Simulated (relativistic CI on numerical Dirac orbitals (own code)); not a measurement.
# Cu3+: L2,3 absorption edge

Computed with this model: Dirac-Coulomb-Breit CI, orbitals from a KLI potential per configuration, a model potential for QED, valence Slater integrals scaled by 0.8, multiplet model of core-to-valence dipole absorption; configurations [Ar] 3d8 → [He] 2s2 2p5 3s2 3p6 3d9; 300 K; Lorentzian 0.4 eV and Gaussian 0.3 eV FWHM. Energies are those of the free ion, without screening or charge transfer. The branching ratio is the share of the lower-energy edge in the whole absorption, uncertain by about 0.02 where the edges overlap. S is read from ⟨S²⟩ = S(S + 1).

Field parameters in Wybourne normalisation: D3d B²₀ = −7Dσ, B⁴₀ = −14Dq − 21Dτ, B⁴₃ = −14√(10/7) Dq; D4h B²₀ = −7Ds, B⁴₀ = 21(Dq − Dt), B⁴₄ = 21√(5/14) Dq; Oh B⁴₀ = 21Dq, B⁴₄ = √(5/14) B⁴₀. The field is a parameter set, without covalency.

Case Oh, 10Dq = 7900 cm⁻¹, the dichroism is that of the ground state at zero temperature, magnetised by exchange field 10 meV on Sz. The dichroism I(Δm = −1) − I(Δm = +1), over the sum of the three polarisations, integrates to -0.1769 on the lower edge and 0.0668 on the upper edge. The branching ratio is 0.772.

Question: Use the orbital sum rule with 2 holes to get ⟨Lz⟩.

Answer: For a p → d edge ⟨Lz⟩ = 2 × n_h × (sum of both integrals) in this sign convention = -0.44; the ground state itself has ⟨Lz⟩ = -0.42 and ⟨Sz⟩ = -0.99. The rule assumes one radial integral for both edges, which relativistic orbitals only approach.
